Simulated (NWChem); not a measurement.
CuF; SMILES [Cu][F]

Program: NWChem. Pople sets run with spherical d functions. The geometry was optimised at PBE-D3(BJ)/def2-SVP. Vertical excitations in the gas phase; the lowest state need not have the same character in each row.

For level B3LYP/6-31G*, TDA:

```
Quantity                         Value
-------------------------------  -----
lowest excitation, singlet (eV)   1.25
orbital gap (eV)                  3.11
```

Q: What are these values for level B3LYP/def2-SVP, TDA?

A: 
| Item | Result |
|---|---|
| lowest excitation, singlet (eV) | 2.13 |
| orbital gap (eV) | 3.62 |
